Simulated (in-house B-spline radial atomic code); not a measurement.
# Ionising K⁵⁺ with different functionals

Computed with an all-electron radial atomic-structure program (B-spline basis): non-relativistic Hamiltonian, point nucleus, spin-polarised at highest spin, spherical fractional occupations for the functionals, the average over the highest-spin determinants for Hartree-Fock. The ionisation energy is the difference of two self-consistent energies, [Ne] 3s2 3p2 → [Ne] 3s2 3p1, without Breit or QED terms; ε is the level of the shell that loses the electron (its least bound occupied spin orbital).

Hybrids are left out here: with spherical fractional occupations of an open shell their exact exchange keeps a self-interaction that integer-occupation calculations don't have.

| method | rung | ΔSCF (eV) | -ε(3p) (eV) |
| --- | --- | --- | --- |
| Hartree-Fock | Hartree-Fock | 98.58 | 98.99 |
| LDA VWN5 | LDA | 99.56 | 90.59 |
| LDA PW92 | LDA | 99.54 | 90.58 |
| LDA exchange-only | LDA | 98.15 | 89.24 |
| PBE | GGA | 99.56 | 90.65 |
| PBEsol | GGA | 99.48 | 90.56 |
| BLYP | GGA | 99.44 | 90.46 |
| RPBE | GGA | 99.55 | 90.66 |
| PW91 | GGA | 99.68 | 90.75 |
| BP86 | GGA | 99.62 | 90.68 |
| AM05 | GGA | 99.44 | 90.51 |
| OLYP | GGA | 99.81 | 90.90 |
| TPSS | meta-GGA | 99.70 | 90.86 |
| SCAN | meta-GGA | 99.89 | 91.22 |
| r2SCAN | meta-GGA | 99.83 | 91.17 |
| M06-L | meta-GGA | 99.72 | 91.13 |
| revTPSS | meta-GGA | 99.61 | 90.78 |

(1) How do they compare with the NIST value?

Answers

(1) NIST lists 99.4 eV ± 0.2 (semi-empirical, ground level to ground level). Errors run from -1.29 to +0.45 eV; BLYP is closest (+0.00 eV), though others lie within the uncertainty of it, and part of that can be cancellation, since the calculations leave out relativity, Breit-QED terms, multiplet and fine-structure energies. Hartree-Fock also lacks correlation.
